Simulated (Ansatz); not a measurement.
Task: Predict a relaxed structure of the cluster B2Cl2, charge 0, singlet, at r2SCAN-D4/def2-TZVP (Ansatz).

Result: 
```xyz
4

B     0.4250    0.5526    0.2853
B    -0.4216   -0.5547   -0.2863
Cl    1.3783    1.7924    0.9014
Cl   -1.3816   -1.7903   -0.9005
```
Point group D∞h (tolerance 0.1 Å). This is one stationary point.

The restricted singlet is unstable towards broken spin symmetry at other levels; at r2SCAN-D4/def2-TZVP this wasn't settled. At r2SCAN-D4/def2-TZVP a triplet of charge 0 lies 1.04 eV below the restricted singlet, each at its own geometry. The structure comes from a short search, and lower isomers may exist.
